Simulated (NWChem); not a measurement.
System meant: B2HO2 cation; SMILES O=BB=[OH+]

Input file for NWChem:

```
start job
memory heap 200 mb stack 900 mb global 1100 mb
charge 1
geometry units angstroms noautoz
  O      0.001701    -2.161464     0.000000
  B     -0.003910    -0.953391     0.000000
  B     -0.003216     0.696692     0.000000
  O      0.001319     1.928090     0.000000
  H      0.007368     2.908568     0.000000
end
basis spherical
  * library def2-svp
end
dft
  odft
  mult 2
  xc xpbe96 cpbe96
  iterations 150
  mulliken
end
task dft energy
```

End of the output:

```
 Summary of "ao basis" -> "" (spherical)
 ------------------------------------------------------------------------------
       Tag                 Description            Shells   Functions and Types
 ---------------- ------------------------------  ------  ---------------------
 *                          def2-svp                  on all atoms

  pbe96 is a nonlocal functional; adding pw91lda local functional.

                                 NWChem DFT Module
                                 -----------------

 Summary of "ao basis" -> "ao basis" (spherical)
 ------------------------------------------------------------------------------
       Tag                 Description            Shells   Functions and Types
 ---------------- ------------------------------  ------  ---------------------
 O                          def2-svp                 6       14   3s2p1d
 B                          def2-svp                 6       14   3s2p1d
 H                          def2-svp                 3        5   2s1p

 Summary of "ao basis" -> "ao basis" (spherical)
 ------------------------------------------------------------------------------
       Tag                 Description            Shells   Functions and Types
 ---------------- ------------------------------  ------  ---------------------
 O                          def2-svp                 6       14   3s2p1d
 B                          def2-svp                 6       14   3s2p1d
 H                          def2-svp                 3        5   2s1p

      Symmetry analysis of basis
      --------------------------

        a'         44
        a"         17

  number of electrons :                   26
  multiplicity        :                    2
 ------------------------------------------------------------------------
  no. of electrons and multiplicity not compatible                  26
 ------------------------------------------------------------------------
 ------------------------------------------------------------------------
  current input line :
    21: task dft energy
 ------------------------------------------------------------------------
 ------------------------------------------------------------------------
 There is an error in the input file
 ------------------------------------------------------------------------
 For more information see the NWChem manual at https://nwchemgit.github.io

0: no. of electrons and multiplicity not compatible:Received an Error in Communication
```

### Question
Find the fault in this run and fix the input.

### Answer
The program refused the input. Cause: the multiplicity doesn't fit the number of electrons (an even count wants an odd multiplicity, and the reverse). This input runs:
```
start job
memory heap 200 mb stack 900 mb global 1100 mb
charge 1
geometry units angstroms noautoz
  O      0.001701    -2.161464     0.000000
  B     -0.003910    -0.953391     0.000000
  B     -0.003216     0.696692     0.000000
  O      0.001319     1.928090     0.000000
  H      0.007368     2.908568     0.000000
end
basis spherical
  O library def2-svp
  B library def2-svp
  H library def2-svp
end
dft
  xc xpbe96 cpbe96
  iterations 150
  mulliken
end
task dft energy
```
It converges to -200.10939 Ha (PBE/def2-SVP).
